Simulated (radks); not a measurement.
Spherical quantum dot in the effective-mass picture: electrons in a parabolic well V = omega^2 r^2 / 2 with omega = 1.68, with a point charge +1 (a donor) at the centre, all in effective atomic units (hartree* = m*/eps^2 hartree, bohr* = eps/m* bohr), one dielectric constant everywhere. Calculated with a radial shooting solver with Libxc functionals: non-relativistic Kohn-Sham, exchange-only LDA, spin-polarised, spherical densities. Levels are named by radial order and angular momentum (1s, 1p, 1d, 2s, ...), and open shells are averaged over m. Results are scaled to m* = 0.459 and eps = 8, for which hartree* = 195.2 meV and bohr* = 0.9223 nm.

N = 11, configuration 1s2 1p6 1d(up 1, down 0) 2s2. This is the lowest configuration that the search found. Occupied and some empty levels:

level    occupation  eigenvalue (meV)  <r> (nm)
1s up             1            1739.9    0.9000
1s down           1            1744.8    0.8945
1p up             3            1994.9     1.252
1p down           3            2002.6     1.250
2s up             1            2211.6     1.284
2s down           1            2217.5     1.288
1d up             1            2235.8     1.467
1d down           0            2244.2     1.467
1f up             0            2488.5     1.638
1f down           0            2496.8     1.640
2p up             0            2521.8     1.493
2p down           0            2527.5     1.495
1g up             0            2752.8     1.787
1g down           0            2760.7     1.789

Energy (meV): total 14490.9, kinetic 3651.5, external 3929.6, Hartree 8021.7, exchange-correlation -1111.9.
